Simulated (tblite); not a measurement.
Compound: C₄H₇FO₃S.
Atom-mapped SMILES: `[CH3:1][CH2:2][C@@:3]1([F:4])[CH2:5][O:6][S@:7](=[O:8])[O:9]1` (hydrogens: H10, H11, H12 on C1; H13, H14 on C2; H15, H16 on C5)

Structure used (GFN2-xTB), in Å, numbered top down from 1:
```
atom  x, y, z in Å
C1    -2.129    0.098    0.101
C2    -0.989   -0.639    0.793
C3     0.354   -0.401    0.109
F4     0.269   -0.902   -1.185
C5     0.790    1.075    0.009
O6     2.184    1.070   -0.029
S7     2.890   -0.285    0.654
O8     3.722   -0.894   -0.325
O9     1.370   -1.057    0.757
H10   -2.167   -0.175   -0.951
H11   -2.006    1.175    0.178
H12   -3.075   -0.175    0.562
H13   -1.170   -1.714    0.771
H14   -0.895   -0.329    1.835
H15    0.411    1.532   -0.907
H16    0.432    1.631    0.884
```

All values are computed: GFN2-xTB (tblite) harmonic vibrations without scaling, gas phase. This tight-binding method is rough: wavenumbers can miss measured ones by several per cent, in bad cases by 10 to 20. One conformer, not necessarily the lowest.

Harmonic wavenumbers (cm⁻¹): 44.3, 95.5, 105.5, 169.7, 221.7, 279.6, 322.4, 351.9, 383.5, 433.7, 467.3, 551.4, 597.1, 638.5, 691.4, 809.2, 822.7, 897.2, 984.9, 1008.6, 1076.4, 1105.4, 1117.6, 1152.7, 1175.1, 1180.4, 1243.6, 1266.0, 1287.6, 1324.8, 1414.1, 1454.6, 1468.0, 1496.4, 1497.3, 2916.3, 2983.2, 2994.2, 3002.9, 3043.2, 3050.5, 3054.2.

A = 3339, B = 933.3, C = 890.7 MHz; mass 154.010 u (most abundant isotopes); point group C1, symmetry number 1.

Zero-point energy?

Half the sum of the wavenumbers: 25090 cm⁻¹ = 300.15 kJ/mol.

Entropy at 298.15 K, 1 bar (ideal gas, RRHO, classical rotation)?

Translation 171.68, rotation 121.92, vibration 108.29: S = 401.9 J/(mol K).

And Cp and H(298.15 K) − H(0)?

Cp = 149.44 J/(mol K), of which vibrations give 116.18 (their classical limit is 42 R = 349.2); H(298.15 K) − H(0) = 27.23 kJ/mol without the zero-point energy, 17.32 from vibrations.

How do the functions run with temperature in this model?

```tsv
T (K)	S (J/(mol K))	Cp (J/(mol K))	H − H(0) (kJ/mol)	G − H(0) (kJ/mol)	ln q(vib)
50	245.4	51.6	2.03	-10.24	0.45
100	287.5	72.4	5.13	-23.62	1.47
373.15	438.4	176.5	39.47	-124.11	7.79
500	495.7	215.5	64.44	-183.41	10.74
750	593.8	267.6	125.38	-319.99	16.31
1000	675.6	299.9	196.60	-478.95	21.45
```

q(vib) and H(0) count from the zero-point level.

Blend soft modes into free rotors: weight 1/[1 + (100 cm⁻¹/ν̃)⁴] for the oscillator and the rest for a rotor with moment μB/(μ + B), μ = h/(8π²ν), B = 10⁻⁴⁴ kg m². What vibrational entropy results?

100.23 J/(mol K) in place of 108.29, which changes −T·S at 298.15 K by +2.40 kJ/mol.

What must be added to the electronic energy to get the Gibbs energy at 298.15 K and 1 bar?

ZPE + [H(298.15 K) − H(0)] − T·S = 300.15 + 27.23 − 119.82 = 207.56 kJ/mol.

Hindered rotation and anharmonicity are outside this model. Other conformers, if any are populated, would add a mixing term that is left out. The structure is chiral; the term R ln 2 for an equal mix with its mirror image is left out.
